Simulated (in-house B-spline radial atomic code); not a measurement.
**Al8+: [He] 2s2 2p1**

Method: non-relativistic M06-2X, spin-polarised, spherical fractional occupations, exact exchange averaged over the configuration, point nucleus. Calculated with a B-spline radial code for spherical atoms.

Z_r = [3n² - l(l+1)]/(2<r>); Z_e = n√(-2ε); the last column is Slater's effective charge. Values are occupation-weighted means over spin.

```tsv
shell	electrons	ε (eV)	<r> (bohr)	Z_r	Z_e	Slater
1s	2	-1848.7	0.1196	12.54	11.66	12.70
2s	2	-342.37	0.5376	11.16	10.03	10.60
2p	1	-320.23	0.4717	10.60	9.70	10.60
```

The least bound orbital is 2p up at -320.2 eV, while the most diffuse is 2s down (<r> = 0.5394 bohr against 0.4717 bohr): energy order and size order differ.

The density falls to 0.001 bohr⁻³ at 1.45 bohr; Σ<r²> = 0.98568 bohr² gives, by the non-relativistic formula and without the paramagnetism of open shells, a Langevin diamagnetic susceptibility of -0.7806×10⁻⁶ cm³/mol.
